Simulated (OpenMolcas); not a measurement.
**Ag3+: moving or changing the point charges**

Ag3+ among 6 point charges of -1.7 e arranged as a tetragonal octahedron (D4h), 1.97 Å from the ion, with the axial distance 1.694 Å.
```
   1.9700    0.0000    0.0000  -1.70
   0.0000    1.9700    0.0000  -1.70
  -1.9700    0.0000    0.0000  -1.70
   0.0000   -1.9700    0.0000  -1.70
   0.0000    0.0000    1.6942  -1.70
   0.0000    0.0000   -1.6942  -1.70
```

```json
{"Program": "OpenMolcas 26.06", "Method": "SS-CASPT2, IPEA 0.25 Eh, imaginary shift 0.1 Eh (closed shells correlated: 4s 4p)", "Basis": "ANO-RCC-VDZP [6s5p3d1f]", "Scalar Hamiltonian": "DKH2, point nucleus", "Active space": "8 electrons in 5 orbitals (4d)", "State averaging": "2S+1 = 3 even, 10 roots; 2S+1 = 1 even, 15 roots", "Spin-orbit coupling": "state interaction with AMFI integrals over the reference wave functions"}
```

Runs around this geometry, states (labels of D4, the rotations of D4h). Energies in cm-1 above the lowest state or level, χT in cm3 K/mol.

```
R (Å)  q (e)  Axial / equatorial distance  Ground state  First state of that spin  First gap with spin-orbit (degeneracies)  χT at 300 K  First state of another spin
 1.97   -1.1                         0.86           3B1                   3E 4480                                 99 (1, 2)        2.287                    1A1 11960
 1.97   -1.7                         0.86           3B1                   3E 6540                                 65 (1, 2)        1.988                    1A1 10440
 2.17   -1.7                         0.86           3B1                   3E 4480                                 97 (1, 2)        2.276                    1A1 11460
 1.97   -1.7                         0.93           3B1                  3B2 6930                                  3 (1, 2)        2.011                    1A1 13220
```

Taking the first state of the same spin as R^-n, n = -ln(4480 / 6540) / ln(2.17 / 1.97) = 3.9 between the shortest and longest distance.

Scaling the charges by -1.1 / -1.7 = 0.65 scales the first state of the same spin by 4480 / 6540 = 0.69; with fixed orbitals a first-order splitting would follow the charge.

Real 4d8 and 5d8 ions are as a rule square planar and diamagnetic. This shell can be high or low spin here, a state of another spin lies low, and with metal d orbitals alone active their balance is uncertain, so the ground spin may be wrong. Point charges give a weaker field than real ligands, and real ions of this kind are as a rule low spin; the high spin found here belongs to the model. Free-ion shares, where given, are those of the reference states; single-state CASPT2 does not remix them. This is an electrostatic model: the charges have no orbitals. No measured value stands beside these numbers.
